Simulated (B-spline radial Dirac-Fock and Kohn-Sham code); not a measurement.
**Elastic and transport cross sections of chromium for electrons**

Level of theory: relativistic (Dirac) partial waves in the static field of the Dirac-Fock atom with Furness-McCarthy exchange, without polarisation or absorption potentials; a radial atomic solver. σ_tr1 and σ_tr2 weight the cross section with 1 − P₁ and 1 − P₂ of cos θ; "backward" is the share scattered beyond 90°.

```
energy (eV)  σ (a₀²)  σ_tr1 (a₀²)  σ_tr2 (a₀²)  σ/σ_tr1  backward (%)
       3780     2.67        0.136        0.264     19.6           1.2
       3840     2.64        0.133        0.258     19.8           1.1
       4630     2.32       0.0990        0.199     23.4          0.88
       4710     2.29       0.0964        0.194     23.8          0.86
       5000     2.20       0.0876        0.178     25.1          0.79
       6720     1.77       0.0544        0.116     32.6          0.53
      10000     1.31       0.0283       0.0630     46.5          0.31
      10400     1.28       0.0265       0.0593     48.2          0.30
      12800     1.08       0.0187       0.0427     58.0          0.23
      14300    0.992       0.0155       0.0357     64.1          0.20
      14500    0.981       0.0151       0.0349     64.9          0.19
      14600    0.976       0.0149       0.0345     65.3          0.19
      14900    0.960       0.0144       0.0334     66.5          0.19
      18400    0.810       0.0101       0.0237     80.4          0.14
      20000    0.756      0.00873       0.0207     86.7          0.13
      26100    0.608      0.00551       0.0133      110         0.093
      26500    0.600      0.00537       0.0130      112         0.091
      30000    0.542      0.00433       0.0105      125         0.078
      33400        ?            ?            ?        ?             ?
      37400    0.452      0.00295      0.00727      153         0.060
      42400    0.407      0.00237      0.00589      172         0.051
      50000    0.356      0.00178      0.00446      200         0.042
      50700    0.352      0.00174      0.00435      202         0.041
      56800    0.321      0.00143      0.00359      225         0.036
      58400    0.314      0.00136      0.00343      231         0.034
      64900    0.289      0.00113      0.00287      255         0.030
     100000    0.208     0.000540      0.00139      385         0.017
     144000    0.161     0.000292     0.000765      552         0.011
     152000    0.156     0.000267     0.000701      583        0.0099
     200000    0.131     0.000170     0.000451      773        0.0067
     300000    0.106     8.86e-05     0.000239     1190        0.0036
```

**Question.** Fill in the row for 33.4 keV.

**Answer.** σ = 0.496 a₀², σ_tr1 = 0.00359 a₀², σ_tr2 = 0.00880 a₀², σ/σ_tr1 = 138, backward 0.069 %. The ratio σ/σ_tr1 is roughly the number of elastic collisions that randomise the direction.

Values without a named source are computed, but for edge energies of neutral atoms, which are taken from tables.
